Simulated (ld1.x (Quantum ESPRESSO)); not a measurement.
## What the settings do to the TM potential of Tb

Base potential:

```json
{
 "Element": "terbium",
 "Generator": "ld1.x (Quantum ESPRESSO) 7.5",
 "Type": "norm-conserving Troullier–Martins (Kleinman–Bylander form)",
 "Functional": "PBE",
 "Relativity": "scalar-relativistic",
 "Frozen core": "[Kr]",
 "Valence charge": "29",
 "Reference configuration": "4d10 4f9 5s2 5p6 5d0 6s1 6p0 (charge +1)",
 "Partial waves": "5p (bound): rc 2.10 bohr; 4d (bound): rc 0.90 bohr; 4f (bound): rc 1.00 bohr; 5s (bound): rc 1.55 bohr",
 "Local potential": "the s channel",
 "Core correction": "none"
}
```

Occupied shells without a wave of their own: 6s. They enter only through the test configuration that unscreens the potential.

All-electron outer shells of the reference configuration (PBE, scalar-relativistic, ld1.x):

```json
{"shell": "4s", "level (eV)": "-383.96", "outermost node (bohr)": "0.28", "outermost maximum (bohr)": "0.50"}
{"shell": "4p", "level (eV)": "-286.70", "outermost node (bohr)": "0.28", "outermost maximum (bohr)": "0.53"}
{"shell": "4d", "level (eV)": "-153.26", "outermost node (bohr)": "0.26", "outermost maximum (bohr)": "0.55"}
{"shell": "5s", "level (eV)": "-53.90", "outermost node (bohr)": "0.64", "outermost maximum (bohr)": "1.18"}
{"shell": "5p", "level (eV)": "-31.23", "outermost node (bohr)": "0.69", "outermost maximum (bohr)": "1.35"}
{"shell": "4f", "level (eV)": "-9.38", "outermost node (bohr)": "–", "outermost maximum (bohr)": "0.56"}
{"shell": "6s", "level (eV)": "-8.74", "outermost node (bohr)": "1.59", "outermost maximum (bohr)": "3.28"}
{"shell": "5d", "level (eV)": "-6.96", "outermost node (bohr)": "0.78", "outermost maximum (bohr)": "2.04"}
{"shell": "6p", "level (eV)": "-5.40", "outermost node (bohr)": "1.92", "outermost maximum (bohr)": "4.27"}
```

Cutoffs, loose and tight: the cutoffs (Ry, on a coarse ladder) from which the occupation-weighted sum of valence levels, in a spherical-Bessel basis at the reference potential, stays within 10 and 1 mRy of its value at 400 Ry. They do not see the model core or the augmentation charge, which bear on the density cutoff. Test errors are all-electron minus pseudo excitation energies from the reference, over the configurations 4d10 4f9 5s2 5p6 5d0 6s2 6p0; 4d10 4f9 5s2 5p6 5d0 6s0 6p0; 4d10 4f8 5s2 5p6 5d0 6s0 6p0; 4d10 4f9 5s2 5p6 5d1 6s0 6p0; 4d10 4f9 5s2 5p6 5d0 6s0 6p2; 4d10 4f9 5s2 5p6 5d0 6s1.5 6p0; 4d10 4f9 5s2 5p5 5d0 6s2 6p0. A dash means not determined; rows that change the core or the reference have their own tests.

```csv
change,outcome,"cutoff, loose","cutoff, tight",bound ghosts,largest test error (meV)
base,generated,over 300 Ry,over 300 Ry,none,-1057
wave 4f (bound): rc 1.00 bohr becomes 4f (bound): rc 0.66 bohr,failed: run_pseudo: Errors in PS-KS equation,–,–,–,–
wave 4f (bound): rc 1.00 bohr becomes 4f (bound): rc 0.84 bohr,failed: run_pseudo: Errors in PS-KS equation,–,–,–,–
wave 4f (bound): rc 1.00 bohr becomes 4f (bound): rc 0.92 bohr,generated,over 300 Ry,over 300 Ry,none,-1057
wave 4f (bound): rc 1.00 bohr becomes 4f (bound): rc 1.04 bohr,generated,over 300 Ry,over 300 Ry,none,-1057
wave 4f (bound): rc 1.00 bohr becomes 4f (bound): rc 1.22 bohr,generated,300 Ry,over 300 Ry,none,-1057
wave 4f (bound): rc 1.00 bohr becomes 4f (bound): rc 1.34 bohr,generated,300 Ry,over 300 Ry,none,-1057
```

Problem. What comes out with this change to the base: wave 4f (bound): rc 1.00 bohr becomes 4f (bound): rc 1.52 bohr?

Solution. outcome: generated; cutoff, loose: 260 Ry; cutoff, tight: over 300 Ry; bound ghosts: none; largest test error (meV): -1057.

Reading the sweep of the f radius (base included, trends over the rows without a ghost): The median size of the test errors (rows with all tests solved) stays near 151.2 meV. The generation fails at 0.66, 0.84 bohr.
